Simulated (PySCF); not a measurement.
**Calculated NMR data**

Theoretical values (PySCF 2.14): NMR shieldings at PBE0/pcSseg-1/GIAO, geometry: GFN2-xTB. One averaged value for each set of equivalent atoms, no relativistic terms, a single conformation, in vacuum.

References, each an isolated molecule treated in the same way: ¹H (31.72 ppm), ¹³C (186.93 ppm) against TMS. Splittings of carbon signals by F and P are missing where no couplings were computed. Where no couplings were computed, multiplicities follow the n + 1 count of equivalent neighbours, and m marks all less simple cases (inequivalent or close neighbours, rings, F or P nearby). Shifts are as computed. Against solution values, carbons near 30 ppm lie about +3 ppm off and those near 130 ppm about +5 ppm; carbons on Cl a further +6 ppm (rms about the fit 2.1 ppm; single classes can miss by 10 ppm). Of 1328 compounds with measured shifts, 309 miss one by over three times the rms of a fit or turn the order of signals round; such compounds aren't used in these exercises. Signals without a measured value on file couldn't be tested in this way; 1H shifts scatter by 0.2 ppm about their fit, and single ones miss by 0.5 ppm. Carbons bonded to Cl come out too deshielded.

Compound 1 (C5H3F3O). ¹H NMR (500 MHz, computed): δ 8.96 (s, 1H), 3.51 (m, 2H). ¹³C{¹H} NMR (computed): δ 175.3 (C), 162.1 (CH), 149.8 (C), 134.2 (C), 38.2 (CH2). Structure: SMILES c1c(=O)c1CC(F)(F)F.

Compound 2 (C4H14N2Si). ¹H NMR (500 MHz, computed): δ 4.69 (s, 2H), 2.59 (s, 12H). ¹³C{¹H} NMR (computed): δ 39.1. Structure: `CN([SiH2]N(C)C)C`.

Compound 3 (C5H6ClF). ¹H NMR (500 MHz, computed): δ 6.33 (m, 1H), 5.41 (m, 1H), 5.24 (m, 1H), 2.15 (d, 3H). ¹³C{¹H} NMR (computed): δ 171.4 (C), 138.2 (CH), 134.2 (C), 103.2 (CH2), 17.0 (CH3). Structure: SMILES C=C(F)/C(Cl)=C\C.
